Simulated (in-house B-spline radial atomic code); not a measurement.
Results of a calculation; reference values are marked as such.
**Weak and strong correlation along the adiabatic connection**

Two-electron singlets in several external potentials (atomic units), by full CI in B-splines with partial waves to l = 8 (correlation energies up to 0.6 % small). The repulsion is scaled by λ at fixed density; W(λ) is the mean repulsion less the Hartree energy, W(0) = E_x, and the area under W from 0 to 1 is E_xc.

One system gave this curve:

| λ | W (hartree) |
| --- | --- |
| 0 | -0.20766 |
| 0.02 | -0.20967 |
| 0.05 | -0.21252 |
| 0.12 | -0.21847 |
| 0.25 | -0.22738 |
| 0.4 | -0.23516 |
| 0.6 | -0.24276 |
| 0.8 | -0.24832 |
| 1 | -0.25257 |
| 1.4 | -0.25865 |
| 2 | -0.26451 |
| 3 | -0.27034 |
| 4.5 | -0.27532 |

Q: Which system is it?
A. −Z/r, Z = 2.1
B. −Z/r, Z = 4.44, wall at 0.401 bohr
C. −V exp(−r²/w²), V = 0.922, w = 12.7
D. ω²r²/2, ω = 5.63

A: C. The exchange energy sets the size: −V exp(−r²/w²), V = 0.922, w = 12.7: E_x = -0.208, E_c = -0.0287; −Z/r, Z = 4.44, wall at 0.401 bohr: E_x = -5.04, E_c = -0.0476; ω²r²/2, ω = 5.63: E_x = -1.84, E_c = -0.0459; −Z/r, Z = 2.1: E_x = -1.09, E_c = -0.0422 hartree.
